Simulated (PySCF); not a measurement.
Coordinates in bohr (charge 0 multiplicity 1):
```
Al    0.0000    0.0000    0.0000
I     0.0027    0.0000    4.6761
I     4.0483    0.0000   -2.3404
I    -4.0510    0.0000   -2.3357
```

All numbers come from PySCF, BP86, basis Al def2-TZVP, I def2-TZVP with ECP28 (scalar-relativistic core potentials, no spin–orbit coupling, density fitting).

This geometry of AlI₃ is a stationary point at this level.

**Question.** What is the point group?

**Answer.** D3h.

**Question.** Is it a minimum?

**Answer.** Yes: all harmonic wavenumbers are real.

**Question.** What are the dipole moment and the gap between the highest occupied and lowest empty levels?

**Answer.** 0.00 D and 3.80 eV.

**Question.** Give the atomic charges and bond orders.

**Answer.** 
```tsv
atom	Mulliken	Löwdin	polar tensor	Mayer order to Al1
Al1	0.34	-0.89	1.27	–
I2,3,4	-0.11	0.30	-0.42	1.25
```

**Question.** What is the atomisation energy, with and without zero-point energy?

**Answer.** 906 kJ/mol without, 899 kJ/mol with.
